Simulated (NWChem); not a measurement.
Molecule: MoO₂F₂; SMILES [O]=[Mo](=[O])([F])[F]

```xyz
5

Mo     0.0000     0.0000     0.0345
O      0.0000     1.3285     1.0300
O      0.0000    -1.3285     1.0300
F      1.5196     0.0000    -0.9960
F     -1.5196     0.0000    -0.9960
```
Atoms are numbered in this order, from 1.

All runs: NWChem. The geometry was optimised at PBE0/def2-SVP. def2 effective core potentials on Mo; no spin-orbit coupling. Ions are spin-unrestricted doublets at the neutral geometry; other ion states weren't tried. Functional: LC-ωPBE (HJS hole) with def2-SVP; the question gives the range parameter ω in 1/bohr.

Task: Estimate the computed values for range parameter (1/bohr) 0.25. Quantities: −ε(HOMO) (eV).

Result: 
```json
{
  "−ε(HOMO) (eV)": "11.60"
}
```
